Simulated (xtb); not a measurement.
HfO$_{2}$, charge -1, doublet, at a GFN2-xTB geometry (such geometries of metal compounds can be far from the true shape) (the multiplicity is a formal guess); xtb with GFN2-xTB.

Input for xtb:
```
$ xtb mol.xyz --gfn 2 --chrg -1 --uhf 1 --opt --json

# file mol.xyz
3

Hf     0.07930449    -0.00091257     0.09359019
O      0.87529993     0.28197236    -1.46253691
O     -1.58904031    -0.27375928     0.62022524
```

Problem. Predict the main parts of the log of this xtb run.

Solution. 
```
   ID    Z sym.   atoms
    1   72 Hf     1
    2    8 O      2, 3

           -------------------------------------------------
          |                Calculation Setup                |
           -------------------------------------------------

           -------------------------------------------------
          |                 G F N 2 - x T B                 |
           -------------------------------------------------

          ...................................................
          :                      SETUP                      :
          :.................................................:
          :  # basis functions                  18          :
          :  # atomic orbitals                  17          :
          :  # shells                            7          :
          :  # electrons                        17          :
          :  max. iterations                   250          :
          :  Hamiltonian                  GFN2-xTB          :
          :  restarted?                      false          :
          :  GBSA solvation                  false          :
          :  PC potential                    false          :
          :  electronic temp.          300.0000000     K    :
          :  accuracy                    1.0000000          :
          :  -> integral cutoff          0.2500000E+02      :
          :  -> integral neglect         0.1000000E-07      :
          :  -> SCF convergence          0.1000000E-05 Eh   :
          :  -> wf. convergence          0.1000000E-03 e    :
          :  Broyden damping             0.4000000          :
          :  net charge                         -1          :
          :  unpaired electrons                  1          :
          ...................................................

 iter      E             dE          RMSdq      gap      omega  full diag
   1      3.9245693  0.392457E+01  0.577E+01    1.76       0.0  T
   2     -7.2288419 -0.111534E+02  0.353E+01    0.02       1.0  T
   3     -7.9395753 -0.710733E+00  0.232E+01    0.03       1.0  T
   4     -9.2615566 -0.132198E+01  0.222E+01    0.66       1.0  T
   5     -8.3395508  0.922006E+00  0.224E+01    0.18       1.0  T
   6     -8.3672416 -0.276907E-01  0.222E+01    0.20       1.0  T
   7     -8.4503959 -0.831544E-01  0.190E+01    0.47       1.0  T
   8     -9.7709588 -0.132056E+01  0.932E+00    0.90       1.0  T
   9     -9.4873209  0.283638E+00  0.109E+01    0.69       1.0  T
[...]
         :: total energy              -9.738449202240 Eh    ::
 * total energy  :    -9.7384492 Eh     change       -0.2362199E-10 Eh
   *** GEOMETRY OPTIMIZATION CONVERGED AFTER 1 ITERATIONS ***
         :: total energy              -9.738449202264 Eh    ::
[...]
        13                          0.0160692               0.4373
        14                          0.1690340               4.5996
        15                          0.1730768               4.7097
        16                          0.4135413              11.2530
        17                          0.5452088              14.8359
      -------------------------------------------------------------
                  HL-Gap            0.0308668 Eh            0.8399 eV
             Fermi-level           -0.0872113 Eh           -2.3731 eV

     #   Z          covCN         q      C6AA      α(0)
     1  72 Hf       1.398     0.453   686.095    71.803
     2   8 O        0.699    -0.727    29.547     7.283
     3   8 O        0.699    -0.727    29.547     7.283

 Mol. C6AA /au·bohr⁶  :       1300.427195
 Mol. C8AA /au·bohr⁸  :     172704.043734
 Mol. α(0) /au        :         86.368643

Wiberg/Mayer (AO) data.
largest (>0.10) Wiberg bond orders for each atom

 ---------------------------------------------------------------------------
     #   Z sym  total        # sym  WBO       # sym  WBO       # sym  WBO
 ---------------------------------------------------------------------------
     1  72 Hf   3.731 --     3 O    1.865     2 O    1.865
     2   8 O    2.042 --     1 Hf   1.865     3 O    0.177
     3   8 O    2.042 --     1 Hf   1.865     2 O    0.177
 ---------------------------------------------------------------------------

Topologies differ in total number of bonds
Writing topology from bond orders to xtbtopo.mol

molecular dipole:
                 x           y           z       tot (Debye)
 q only:        1.048      -0.012       1.237
   full:        1.591      -0.018       1.877       6.254
molecular quadrupole (traceless):
                xx          xy          yy          xz          yz          zz
 q only:       -5.062      -2.654       7.131       8.836       2.266      -2.069
  q+dip:       -5.055      -2.677       7.003       9.175       2.280      -1.948
   full:       -6.055      -3.245       8.225      11.484       2.756      -2.170

optimized geometry written to: xtbopt.xyz

           -------------------------------------------------
          | TOTAL ENERGY               -9.738449202264 Eh   |
          | GRADIENT NORM               0.000002744052 Eh/α |
          | HOMO-LUMO GAP               0.839927545626 eV   |
           -------------------------------------------------

normal termination of xtb
```
